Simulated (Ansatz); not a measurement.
Compare A (`[NH2][GeH2][SiH2]F`) with its isomer B (`[NH2][GeH]([F])[SiH3]`).

Calculated with Ansatz (gas phase, PBE0-D4/def2-TZVP geometries, no zero-point term in ΔE). CCSD(T)/CBS adds triple-zeta CCSD(T) − MP2 to the extrapolated MP2 energy (def2 sets, frozen cores). Functionals use def2-TZVPP. B3LYP here is the variant with VWN-RPA as its local correlation; programs differ in this. For Ge outer-core shells are correlated without core-valence functions, which leaves a few kJ/mol of doubt a bond. Scalar relativity is left out up to krypton. Each species was taken in one conformer, which may not be the lowest.

**Question.** Which isomer does CCSD(T)/CBS put lower? Give the gap. (An estimate is asked.)

**Answer.** Ansatz gave: A, by 39.1 kJ/mol.

**Question.** Give E(B) − E(A) in kJ/mol with B3LYP, PBE0-D4, CCSD(T)/def2-TZVPP, ωB97M-V, r2SCAN-D4, HF/def2-TZVPP, B2PLYP. (Best estimate.)

**Answer.** Ansatz gave: B3LYP 35.1, PBE0-D4 34.0, CCSD(T)/def2-TZVPP 35.9, ωB97M-V 35.3, r2SCAN-D4 34.2, HF/def2-TZVPP 38.3, B2PLYP 35.4. None reverses the order clearly.

Largest T1 diagnostic: 0.012.

From PBE to PBE0 (25 % exact exchange), in def2-TZVPP and without D4, E(B) − E(A) moves by +3.9 kJ/mol.
